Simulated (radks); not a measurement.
Spin polarisation of the 3d3 shell in neutral vanadium. Start: [Ar] 3d(up 1.5, down 1.5) 4s2; electrons of 3d are moved from spin down to spin up, other shells keep equal spins. Calculated with a radial shooting solver on a logarithmic mesh with Libxc functionals: scalar-relativistic Kohn-Sham, PBE, spin-polarised, spherical densities, finite nucleus; Fermi nuclear charge, rms radius of each element as measured or else 0.836 A^(1/3) + 0.57 fm.

moment (Bohr magnetons)	E - E(0) (eV)	e(3d up) (eV)	e(3d down) (eV)	4s down minus up (eV)
0	0.000	-5.165	-5.165	0.000
0.75	-0.113	-5.445	-4.842	0.170
1.5	-0.452	-5.682	-4.478	0.342
2.25	-1.015	-5.870	-4.072	0.516
3	-1.800	-6.003	-3.620	0.693

At moment 3 the spin-polarisation energy is -1.800 eV and the 3d exchange splitting 2.383 eV, that is 0.794 eV per Bohr magneton; E = -I m^2/4 would give I = 0.800 eV.
